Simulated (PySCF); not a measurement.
Bond curve of Be₂⁺

Set-up: Be aug-cc-pVDZ; no relativity (PySCF 2.14). Energies in eV from Be⁺ + Be in their ground configurations at the same level. State: doublet, unpaired electrons σ ↑.

All columns are PBE0.

```
R (Å)  E (eV)  HOMO (eV)  LUMO (eV)  Mayer bond order  ⟨S²⟩
1.916  -2.032     -11.70      -8.83              0.38  0.78
2.005  -2.213     -11.74      -8.78              0.33  0.78
2.094  -2.316     -11.78      -8.73              0.28  0.79
2.161  -2.353     -11.82      -8.68              0.25  0.79
2.228  -2.363     -11.85      -8.64              0.22  0.79
2.295  -2.352     -11.89      -8.60              0.19  0.80
2.384  -2.313     -11.94      -8.66              0.17  0.80
2.495  -2.236     -12.00      -8.75              0.17  0.81
2.629  -2.118     -12.07      -8.87              0.19  0.82
2.807  -1.941     -12.15      -9.02              0.26  0.83
```

The state is the lowest determinant that a PBE0 search found; another state may lie lower at other levels.
